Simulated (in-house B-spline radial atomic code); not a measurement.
Configurations of Ti VI (Ti5+), with energies counted from [Ne] 3s2 3p5. All numbers are computed (non-relativistic BHandHLYP, spin-polarised, spherical fractional occupations, exact exchange averaged over the configuration; point nucleus) with a radial B-spline atomic code at the basis-set limit, not measured. Shells without spins written out take the highest spin.

Occupations are held fixed; configurations that lie above the ionisation limit could autoionise.

```json
{"configuration": "[Ne] 3s2 3p4 4p1", "E - E(ref) (eV)": "68.454", "highest orbital": "4p up", "its <r> (bohr)": "2.326"}
{"configuration": "[Ne] 3s2 3p4 4d1", "E - E(ref) (eV)": "79.682", "highest orbital": "4d up", "its <r> (bohr)": "2.647"}
{"configuration": "[Ne] 3s2 3p4 4f1", "E - E(ref) (eV)": "87.104", "highest orbital": "4f up", "its <r> (bohr)": "2.749"}
{"configuration": "[Ne] 3s1 3p5 4p1", "E - E(ref) (eV)": "94.341", "highest orbital": "4p up", "its <r> (bohr)": "2.324"}
```

Q: Order these further configurations by energy, lowest first.
A. [He] 2s2 2p5 3s2 3p6
B. [Ne] 3s2 3p4 4s1
C. [Ne] 3s1 3p5 4d1
D. [Ne] 3s1 3p6
E. [Ne] 3s2 3p4 3d1

A: D (27.163 eV), E (34.267 eV), B (61.003 eV), C (105.57 eV), A (430.68 eV).
